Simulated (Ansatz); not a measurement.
System: PbCl, charge 1, multiplicity 1. 
Structure (B3LYP-D3(BJ)/def2-TZVP (Ansatz, a quantum-chemistry and plane-wave program) minimum search):
```
Pb
Cl 1 2.3729
```
Charge +1, spin multiplicity 1.

Give the harmonic wavenumbers at B3LYP-D3(BJ)/def2-TZVP (Ansatz, finite differences of forces, unscaled).

373 cm⁻¹. Zero-point energy 0.5 kcal/mol.

From these and the geometry, give the ideal-gas thermochemistry at 298.15 K and 1 atm (rigid rotor, harmonic oscillator).

Point group C∞v, rotational symmetry number 1. Rotational constants 2.965, 2.965 GHz. S(trans) 42.36, S(rot) 17.18, S(vib) 1.07, S(elec, spin only) 0.00, S 60.6 cal/(mol K). H(298) - H(0) 2.28 kcal/mol; G - E(el) -15.3 kcal/mol.
